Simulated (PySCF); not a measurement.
C6H12Se.
SMILES: `C1CCC[Se]CC1`

Computed with PySCF at CAM-B3LYP/def2-SVPD, non-relativistic, on one gas-phase PBE0-D3(BJ)/def2-SVP geometry that isn't relaxed in the solvent. The solvent is an IEF-PCM continuum (cavity from Bondi-type radii × 1.2), and excitations are vertical TDDFT with non-equilibrium linear response and a frozen core. Only the electrostatic response of the medium enters. Spin–orbit coupling is left out although an atom past zinc is present.

Gas-phase singlets (H = HOMO, L = LUMO):

```csv
state,E (eV),λ (nm),f,leading configuration
S1,4.716,263,0.001,H→L 79%
S2,5.577,222,0.037,H→L+1 82%
S3,5.960,208,0.035,H→L+2 82%
S4,6.627,187,0.015,H→L+4 49%
S5,6.683,186,0.013,H→L+3 51%
```

Question: How does the list change in cyclohexane (ε = 2.017)?

Answer: 
| state | E (eV) | λ (nm) | f | leading configuration | change by rank (eV) |
| --- | --- | --- | --- | --- | --- |
| S1 | 4.736 | 262 | 0.001 | H→L 80% | +0.020 |
| S2 | 5.555 | 223 | 0.051 | H→L+1 91% | -0.022 |
| S3 | 6.009 | 206 | 0.052 | H→L+2 87% | +0.049 |
| S4 | 6.720 | 184 | 0.019 | H→L+4 46% | +0.093 |
| S5 | 6.747 | 184 | 0.026 | H→L+3 55% | +0.064 |

Question: What are the lowest 5 singlets in tetrahydrofuran (ε = 7.426)?

Answer: 
```tsv
state	E (eV)	λ (nm)	f	leading configuration	change by rank (eV)
S1	4.793	259	0.001	H→L 81%	+0.077
S2	5.557	223	0.055	H→L+1 92%	-0.020
S3	6.096	203	0.062	H→L+2 90%	+0.136
S4	6.810	182	0.033	H→L+3 62%	+0.183
S5	6.837	181	0.018	H→L+4 52%	+0.154
```

Question: The ground-state energy changes by -0.104 eV from gas to tetrahydrofuran. By how much does the total energy of gas-phase S1 change?

Answer: E(S1) = E(S0) + excitation energy, so it changes by -0.104 + 0.077 = -0.027 eV: it is lowered less than the ground state, which is what a blue shift means. This is the vertical state, with the slow part of the continuum still set for S0.

Question: How do the frontier levels move from gas to tetrahydrofuran?

Answer: 
| orbital | gas (eV) | solvent (eV) | change (eV) |
| --- | --- | --- | --- |
| LUMO+2 | 1.33 | 1.45 | +0.12 |
| LUMO+1 | 1.22 | 1.16 | -0.06 |
| LUMO | 0.97 | 1.01 | +0.04 |
| HOMO | -7.25 | -7.34 | -0.09 |
| HOMO-1 | -9.40 | -9.37 | +0.03 |
| HOMO-2 | -10.14 | -10.00 | +0.14 |
| HOMO-3 | -10.36 | -10.18 | +0.18 |

The HOMO–LUMO gap goes from 8.22 to 8.35 eV.
